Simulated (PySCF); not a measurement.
# Radial density of Zn³⁺ (zinc, charge +3)

UHF, [Ar] 3d9, 2D determinant. Computed with PySCF 2.14 in aug-cc-pwCVTZ-PP with ECP10MDF (8s8p7d4f3g, 122 functions), with scalar relativity through the core potential. This is the valence pseudo-density: the core potential removes the inner electrons and smooths the orbitals near the nucleus.

```csv
r (bohr),4πr²ρ (e/bohr),4πr²(ρα − ρβ)
0.00574,1.264e-05,0.0000
0.00965,3.422e-05,0.0000
0.0162,9.290e-05,0.0000
0.0273,0.0003628,0.0000
0.0459,0.003436,0.0003
0.0772,0.04463,0.0048
0.130,0.4560,0.0495
0.219,3.182,0.3076
0.368,14.34,0.9701
0.618,24.28,1.2739
1.04,9.464,0.5615
1.75,0.9993,0.0677
2.94,0.02061,0.0007
4.95,2.041e-05,0.0000
```

Energies and moments cover only the electrons outside the core potential.
